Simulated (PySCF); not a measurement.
# Vibration and rotation of RbNa

RHF-CCSD(T) constants of RbNa, ¹Σ⁺ (singlet), closed shell (basis Rb def2-SVPD with ECP28, Na def2-SVPD; scalar-relativistic core potentials; PySCF 2.14; masses 84.9118 and 22.9898 u):

```
ωe              : 100.1 cm⁻¹
ωexe            : 0.391 cm⁻¹
Be              : 0.066825 cm⁻¹
αe              : 0.000317 cm⁻¹
D (centrifugal) : 1.19e-07 cm⁻¹
De to Rb + Na   : 0.55 eV
```

Task: Give the vibrational terms G(v) and spacings up to v = 6.

Result: G(v) = ωe(v+½) − ωexe(v+½)².

| v | G(v) (cm⁻¹) | G(v) − G(v−1) | Bv (cm⁻¹) |
| --- | --- | --- | --- |
| 0 | 50.0 |  | 0.06667 |
| 1 | 149.3 | 99.3 | 0.06635 |
| 2 | 247.8 | 98.5 | 0.06603 |
| 3 | 345.6 | 97.8 | 0.06572 |
| 4 | 442.5 | 97.0 | 0.06540 |
| 5 | 538.7 | 96.2 | 0.06508 |
| 6 | 634.1 | 95.4 | 0.06476 |

Task: How well does the Morse estimate ωe²/(4ωexe) reproduce De, and what is D0?

Result: It gives 0.79 eV, 144 % of the computed De. D0 = De − G(0) = 0.55 − 0.01 = 0.54 eV.

Measured values (Huber and Herzberg, Constants of Diatomic Molecules (1979)): ωe = 106.64 cm⁻¹.

Correlated steps freeze 1 core orbital. Correlated levels converge slowly with the basis: in double zeta they bind strong bonds too weakly, by up to about 1 eV, and carry superposition errors of some tenths. Where the molecule has an RHF reference, its open-shell atoms are computed with UHF.
